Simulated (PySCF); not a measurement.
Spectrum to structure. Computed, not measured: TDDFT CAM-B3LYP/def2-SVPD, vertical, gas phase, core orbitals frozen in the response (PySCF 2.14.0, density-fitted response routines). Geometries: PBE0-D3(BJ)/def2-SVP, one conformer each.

| state | ν̃ (cm⁻¹) | f | main configurations (H = HOMO, L = LUMO) |
| --- | --- | --- | --- |
| S1 | 59630 | 0.0042 | H→L (84%) |
| S2 | 65440 | 0.043 | H→L+1 (82%) |
| S3 | 67300 | 0.055 | H→L+3 (66%), H→L+4 (14%) |
| S4 | 68130 | 0.0036 | H→L+2 (40%), H→L+3 (14%), H→L+4 (12%) |
| S5 | 69980 | 0.0079 | H-1→L (69%) |
| S6 | 70610 | 0.011 | H→L+2 (30%), H→L+5 (22%), H→L+9 (14%) |
| S7 | 72460 | 0.0006 | H→L+4 (36%), H→L+5 (12%), H→L+7 (10%) |
| S8 | 73050 | 0.0078 | H→L+7 (28%), H→L+6 (22%), H→L+5 (18%) |
| S9 | 73310 | 0.0023 | H-3→L (43%), H-2→L (14%) |
| S10 | 73740 | 0.0025 | H-2→L (35%), H-1→L+1 (20%), H-3→L (14%) |

Orbital energies (eV): HOMO-3 -10.80, HOMO-2 -10.69, HOMO-1 -10.43, HOMO -9.19, LUMO 1.16, LUMO+1 1.67, LUMO+2 1.94.

Problem. Which candidate is it?
A. `c1cc(O)ccc1C(F)=O`
B. `C=C[C@@H]1[C@@H]2C[C@H]3[C@@H]2[C@@H]13`
C. `F[C@@H]1CCOC[C@@H](F)C1`

Solution. C. Its S1, at 7.39 eV, is the highest among the candidates; the nearest of the others has S1 at 6.95 eV. S1 is HOMO→LUMO (84%). Löwdin shares by element: HOMO oxygen 53%, carbon 24% or more (atoms not listed hold the other 23%); LUMO carbon 25% or more, hydrogen 22% or more (atoms not listed hold the other 53%). At the same level the other candidates give, for their lowest levels:
- `C=C[C@@H]1[C@@H]2C[C@H]3[C@@H]2[C@@H]13`: 6.95 eV (f 0.001); 7.14 eV (f 0.493); 7.27 eV (f 0.088); 7.30 eV (f 0.004); 7.50 eV (f 0.011); HOMO -8.61, LUMO 1.24 eV
- `O=C(F)c1ccc(O)cc1`: 5.08 eV (f 0.001); 5.23 eV (f 0.332); 5.57 eV (f 0.000); 6.28 eV (f 0.264); 6.39 eV (f 0.000); HOMO -8.52, LUMO -0.68 eV
